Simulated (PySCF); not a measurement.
## Magnetisability: `C=C1C[SiH2][C@H](F)C1`, C₅H₉FSi

Geometry (Å), atoms numbered from 1 in this order:
```xyz
16

C     2.0438   -0.4577    0.8188
C     0.9516   -0.2444    0.1059
C     0.0183   -1.3296   -0.3540
Si   -1.7241   -0.5706   -0.1861
C    -1.0207    1.2069    0.0769
F    -1.6563    2.1552   -0.7157
C     0.4627    1.1184   -0.2909
H     2.6806    0.3490    1.1407
H     2.3550   -1.4502    1.0982
H     0.1791   -2.2483    0.2060
H     0.2299   -1.5578   -1.4014
H    -2.5265   -0.6368   -1.4045
H    -2.4504   -1.0340    0.9968
H    -1.1418    1.5682    1.1039
H     0.5401    1.2286   -1.3771
H     1.0511    1.9118    0.1711
```

Theory: GIAO PW91/pcSseg-1 magnetisability, rotational g tensor and spin-rotation constants, non-relativistic, gas phase (PySCF 2.14.0). Geometry: GFN2-xTB.

(1) How diamagnetic is it, and how anisotropic?

(2) Split it along the inertial axes a, b, c into diamagnetic and paramagnetic parts about the centre of mass, with the quadrupole moment.

(3) And the rotational g tensor?

Results:

(1) Isotropic -1140 × 10⁻³⁰ J/T², or -68.6 × 10⁻⁶ cm³/mol; principal values -1189, -1155, -1076 × 10⁻³⁰ J/T², anisotropy 101 × 10⁻³⁰ J/T² (root of half the summed squared differences of the principal values). The susceptibility is in cgs units.

(2) 
```tsv
axis	χ (10⁻⁶ cm³/mol)	diamagnetic (10⁻⁶ cm³/mol)	paramagnetic (10⁻⁶ cm³/mol)	summed x² of all electrons (Å²)	quadrupole Θ (D Å)
a	-69.7	-481.3	411.6	154.4	-4.85
b	-65.1	-756.8	691.6	89.4	+3.28
c	-71.1	-1034.4	963.3	24.0	+1.57
```
Anisotropies 2χaa − χbb − χcc = -3.2 and 2χbb − χaa − χcc = +10.5 × 10⁻⁶ cm³/mol. Θ is traceless in Buckingham's convention.

(3) 
```tsv
axis	rotational constant (GHz)	g	nuclear part	electronic part
a	3.2764	-0.0280	0.6055	-0.6335
b	1.8087	-0.0234	0.5643	-0.5877
c	1.2679	-0.0123	0.5615	-0.5738
```
Asymmetric top; isotopes 12C, 19F, 1H, 28Si; no vibrational averaging.
